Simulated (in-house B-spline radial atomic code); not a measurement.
Configurations of Gd³⁺, with energies counted from [Xe] 4f7. All numbers are computed (scalar-relativistic (X2C) Hartree-Fock with fractional occupations, spin-polarised, spherical fractional occupations; Fermi nucleus of rms radius 5.1569 fm) with a B-spline radial code for spherical atoms, not measured. Caution: exact exchange at fractional occupations of open shells leaves self-interaction of up to several eV. Shells without spins written out take the highest spin.

Occupations are held fixed; configurations that lie above the ionisation limit could autoionise.

```tsv
configuration	E - E(ref) (eV)	highest orbital	its <r> (bohr)
[Xe] 4f6 6p1	35.981	6p up	3.753
[Kr] 4d10 4f8 5s2 5p5	40.366	4f down	1.304
[Xe] 4f6 5f1	44.542	5f up	4.866
[Xe] 4f(2 up, 5 down)	52.702	4f up	0.9451
[Kr] 4d10 4f(1 up, 6 down) 5s2 5p(3 up, 2 down) 6s(1 up, 0 down)	67.874	4f up	0.9796
[Kr] 4d9 4f7 5s2 5p6 6s1	164.06	6s up	3.085
[Kr] 4d9 4f7 5s2 5p6 6f1	184.04	6f up	8.362
[Kr] 4d(4 up, 5 down) 4f(5 up, 2 down) 5s2 5p6 5d(1 up, 0 down)	233.92	5d up	2.187
```

(1) Order these further configurations by energy, lowest first.
A. [Xe] 4f6 6d1
B. [Kr] 4d9 4f7 5s2 5p6 5f1
C. [Xe] 4f(1 up, 6 down)
D. [Xe] 4f6 6f1
E. [Kr] 4d(4 up, 5 down) 4f(6 up, 1 down) 5s2 5p6 6s(1 up, 0 down)

(2) How far above the reference does [Kr] 4d10 4f7 5s2 5p5 6f1 lie?

(3) How far above the reference does [Xe] 4f(3 up, 3 down) 6s(1 up, 0 down) lie?

(4) How far above the reference does [Xe] 4f(3 up, 4 down) lie?

Answers

(1) C (31.271 eV), A (42.872 eV), D (48.551 eV), B (180.02 eV), E (213.51 eV).

(2) 52.724 eV; its least bound orbital is 6f up with <r> = 8.419 bohr.

(3) 78.446 eV; its least bound orbital is 6s up with <r> = 3.092 bohr.

(4) 63.554 eV; its least bound orbital is 4f up with <r> = 0.8898 bohr.
